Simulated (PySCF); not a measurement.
# Polarisability and C₆ of Br³⁺ (bromine, charge +3)

[Ar] 3d10 4s2 4p2, high-spin 3P determinant. All numbers are calculated (PySCF 2.14, a scalar-relativistic core potential, in aug-cc-pVTZ-PP with ECP10MDF). Coupled (time-dependent) response in atomic units; α is the mean over directions.

```
method  mean α (bohr³)         α xx, yy, zz  C₆ (like pair)  S(−4)
   UHF           6.234  6.500, 6.100, 6.100           23.08  11.29
   PBE           6.014  6.186, 5.928, 5.928           22.09  9.866
  PBE0           6.049  6.256, 5.945, 5.945           22.25  10.07
 M06-L           5.912  6.175, 5.780, 5.780           21.94  9.122
M06-2X           5.866  6.141, 5.728, 5.728           20.95  9.659
```

S(−4) is the Cauchy moment in α(ω) = α(0) + S(−4) ω² + …

Spin-orbit coupling is absent.

α(iu) at PBE0:

| u (hartree) | α(iu) (bohr³) |
| --- | --- |
| 0 | 6.049 |
| 0.0500 | 6.024 |
| 0.100 | 5.950 |
| 0.200 | 5.674 |
| 0.300 | 5.271 |
| 0.500 | 4.314 |
| 0.750 | 3.214 |
| 1.00 | 2.392 |
| 1.50 | 1.417 |
| 2.00 | 0.9266 |
| 3.00 | 0.4898 |
| 5.00 | 0.2114 |

A single London oscillator, α(iu) = α/(1 + u²/ω²), gives C₆ = (3/4) ω α². Matching the computed C₆ needs ω = 4 × 22.25 / (3 × 6.049²) = 0.811 hartree.

For an ion, C₆ is the dispersion term alone; charge-induced terms of lower order in 1/R come first.

The components differ because the open shell of this determinant is not spherical; for a pure term their mean is the scalar polarisability.

Energies and moments cover only the electrons outside the core potential.
